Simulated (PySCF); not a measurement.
## Magnetisability: SMILES CCCCN(C)C, C$_{6}$H$_{15}$N

Cartesian coordinates in Å; atom numbers follow the order of the lines, from 1:
```xyz
22

C     3.3087   -0.3839   -0.6340
C     2.0595    0.4891   -0.6317
C     0.8262   -0.2908   -0.1818
C    -0.4312    0.5767   -0.2157
N    -1.5535   -0.0478    0.4660
C    -2.6032    0.9116    0.7379
C    -2.0761   -1.1871   -0.2586
H     3.1854   -1.2244   -1.3140
H     3.5006   -0.7752    0.3628
H     4.1765    0.1897   -0.9520
H     1.8895    0.8807   -1.6376
H     2.2143    1.3418    0.0333
H     0.9684   -0.6511    0.8385
H     0.7043   -1.1586   -0.8319
H    -0.6817    0.8295   -1.2630
H    -0.2150    1.5125    0.3075
H    -3.0411    1.3409   -0.1779
H    -2.2013    1.7231    1.3427
H    -3.3955    0.4214    1.3019
H    -2.4366   -0.9191   -1.2654
H    -2.9055   -1.6138    0.3038
H    -1.3030   -1.9457   -0.3547
```

The calculation used GIAO B97-2/pcSseg-1 magnetisability, rotational g tensor and spin-rotation constants, non-relativistic, gas phase in PySCF. Geometry: GFN2-xTB.

Question: How diamagnetic is it, and how anisotropic?

Answer: Isotropic -1382 × 10⁻³⁰ J/T², or -83.2 × 10⁻⁶ cm³/mol; principal values -1442, -1382, -1323 × 10⁻³⁰ J/T², anisotropy 103 × 10⁻³⁰ J/T² (root of half the summed squared differences of the principal values). The susceptibility is in cgs units.

Question: Split it along the inertial axes a, b, c into diamagnetic and paramagnetic parts about the centre of mass, with the quadrupole moment.

Answer: 
| axis | χ (10⁻⁶ cm³/mol) | diamagnetic (10⁻⁶ cm³/mol) | paramagnetic (10⁻⁶ cm³/mol) | summed x² of all electrons (Å²) | quadrupole Θ (D Å) |
| --- | --- | --- | --- | --- | --- |
| a | -85.7 | -314.7 | 229.0 | 290.3 | +1.18 |
| b | -84.3 | -1329.2 | 1244.9 | 51.2 | +1.61 |
| c | -79.8 | -1448.6 | 1368.8 | 23.0 | -2.79 |

Anisotropies 2χaa − χbb − χcc = -7.3 and 2χbb − χaa − χcc = -3.1 × 10⁻⁶ cm³/mol. Θ is traceless in Buckingham's convention.

Question: And the rotational g tensor?

Answer: 
```
axis  rotational constant (GHz)        g  nuclear part  electronic part
   a                     6.6423  +0.0040        0.7186          -0.7145
   b                     1.0471  -0.0002        0.6122          -0.6124
   c                     0.9563  -0.0010        0.6139          -0.6149
```
Asymmetric top; isotopes 12C, 1H, 14N; no vibrational averaging.
